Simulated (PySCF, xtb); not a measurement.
2-hydroxyethylboronic acid (C2H7BO3), SMILES OCCB(O)O.

GFN2-xTB (xtb) at its own geometry gives an orbital gap of 6.59 eV and a dipole moment of 3.06 D.

The structure is a stationary point at PBE0-D3(BJ)/def2-SVP. One conformer was computed; it need not be the lowest.

Task: What does PBE/def2-TZVP (PySCF) give? (Estimate from the structure and the level; the computed values follow.)

Result: gap 5.74 eV (levels -5.99 and -0.25 eV), dipole 2.22 D.
